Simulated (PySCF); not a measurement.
**TDDFT excited states: C5H8GaN**

Species: C5H8GaN.
Z-matrix (Å and degrees, PBE0-D3(BJ)/def2-SVP geometry), rows numbered from 1:
```
Ga
N   1  2.1258
C   2  1.3358  1  120.25
C   3  1.3901  2  122.06  1  -178.00
C   4  1.3929  3  118.67  2    -0.11
C   5  1.3929  4  118.95  3    -0.04
C   2  1.3362  1  120.14  3  -178.27
H   1  1.5849  2   98.38  3  -149.93
H   1  1.5851  2   98.23  3   -29.04
H   1  1.5842  2  100.00  3    90.49
H   3  1.0934  2  115.99  1     2.30
H   4  1.0912  3  119.87  2  -179.99
H   5  1.0926  4  120.53  3  -179.90
H   6  1.0912  5  121.44  4  -179.78
H   7  1.0935  2  116.00  1    -2.35
```

Method: PySCF 2.14.0, density-fitted response routines, TDDFT CAM-B3LYP/def2-SVPD, vertical, gas phase, core orbitals frozen in the response. The CAM-B3LYP/def2-SVPD calculation is non-relativistic and has no spin–orbit coupling, an omission that weighs most on gallium.

```json
{"state": "S1", "E (eV)": "5.23", "ν̃ (cm⁻¹)": "42170", "f": "0.051", "main configurations (H = HOMO, L = LUMO)": "H→L (98%)"}
{"state": "S2", "E (eV)": "5.36", "ν̃ (cm⁻¹)": "43220", "f": "0.0002", "main configurations (H = HOMO, L = LUMO)": "H-1→L (95%)"}
{"state": "S3", "E (eV)": "5.48", "ν̃ (cm⁻¹)": "44170", "f": "0.035", "main configurations (H = HOMO, L = LUMO)": "H-2→L (58%), H→L+1 (25%), H-4→L+1 (12%)"}
{"state": "S4", "E (eV)": "5.87", "ν̃ (cm⁻¹)": "47330", "f": "0.0027", "main configurations (H = HOMO, L = LUMO)": "H-3→L (93%)"}
{"state": "S5", "E (eV)": "5.95", "ν̃ (cm⁻¹)": "48030", "f": "0.024", "main configurations (H = HOMO, L = LUMO)": "H→L+1 (74%), H-2→L (21%)"}
{"state": "S6", "E (eV)": "6.03", "ν̃ (cm⁻¹)": "48600", "f": "0.0082", "main configurations (H = HOMO, L = LUMO)": "H-1→L+1 (99%)"}
```

The lowest singlet lies at 5.23 eV (237 nm, ultraviolet) and is of moderate strength; its leading configuration is HOMO→LUMO (98%). The lowest level is also the most intense of those listed (f = 0.051). Löwdin shares by element: HOMO hydrogen 54% or more, gallium 39%; LUMO carbon 48% or more, nitrogen 22% (atoms not listed hold the other 30%). Of the 6 states listed, 3 reach f = 0.01 and 1 stays under 0.0005. Weighted by f, the mean energy of these states is 5.51 eV. The oscillator strengths of these states sum to 0.122; summed over the whole spectrum of an exact calculation they would give the number of electrons, 76 (Thomas–Reiche–Kuhn). Singlets were solved by full linear response.

On an Arm Neoverse V1 with one thread, no GPU, shared host with 32 logical CPUs at a one-minute load of 10, this took 59 s of wall time (grids of density and orbitals included) and 0.98 GiB of memory at its peak.
